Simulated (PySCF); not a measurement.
## Ge²⁺ (germanium, charge +2) across methods

[Ar] 3d10 4s2, closed-shell 1S. Calculation: PySCF 2.14, in def2-TZVPPD; no relativity, point nucleus.

```
 method  E (hartree)  mean ε 3p (eV)  mean ε 3d (eV)  mean ε 4s (eV)  Σ⟨r²⟩ (bohr²)   ⟨S²⟩
wB97X-V    -2075.858         -142.66         -56.224         -32.223          19.92  0.000
 r2SCAN    -2076.020         -137.75         -50.891         -29.066          19.83  0.000
   PW91    -2076.192         -134.57         -50.291         -28.899          19.86  0.000
   PBE0    -2075.783         -141.26         -53.987         -29.799          19.88  0.000
    LDA    -2072.879         -134.35         -50.527         -29.151          19.81  0.000
    UHF  -2074.48880         -160.38         -64.421         -31.955          20.11  0.000
  wB97X    -2076.092         -142.53         -56.172         -32.464          19.82  0.000
    PBE    -2075.733         -134.46         -50.146         -28.779          19.88  0.000
```

(1) Estimate the same row for revPBE.

## Answers

(1) E (hartree) = -2075.895; mean ε 3p (eV) = -134.44; mean ε 3d (eV) = -50.074; mean ε 4s (eV) = -28.653; Σ⟨r²⟩ (bohr²) = 19.90; ⟨S²⟩ = 0.000.
